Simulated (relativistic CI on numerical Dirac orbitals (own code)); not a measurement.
Spin-allowed bands of a d7 ion in a tetrahedral site, by hand

Problem. Take Δ = 6000 cm⁻¹ and B = 850 cm⁻¹ for a d7 ion in a tetrahedral site. Calculate the three spin-allowed bands.

Working.
1. The terms of highest spin are 4F (energy 0) and 4P (15B = 12750 cm⁻¹). Here the F term splits into A2 at −1.2Δ = -7200, T2 at −0.2Δ = -1200 and T1 at +0.6Δ = 3600 cm⁻¹.
2. The two T1 states mix through the element 0.4Δ: H = [[3600, 2400], [2400, 12750]], with roots ½(H₁₁ + H₂₂) ∓ ½√[(H₂₂ − H₁₁)² + 4H₁₂²] = ½(16350) ∓ ½(10333) = 3009 and 13341 cm⁻¹.
3. The ground term is 4A2 at -7200 cm⁻¹.
4. Bands: 4T2 6000 cm⁻¹ (1667 nm), 4T1(F) 10209 cm⁻¹ (980 nm), 4T1(P) 20541 cm⁻¹ (487 nm).

Check. Exact diagonalisation of the whole d7 shell with these parameters gives 4T2 6000, 4T1 10209, 4T1 20541 cm⁻¹. The match is exact, since without spin-orbit coupling no other term has this spin. The ratio of the second band to the first, 1.701, depends on Δ/B = 7.1 alone, which is how a Tanabe-Sugano diagram is read.
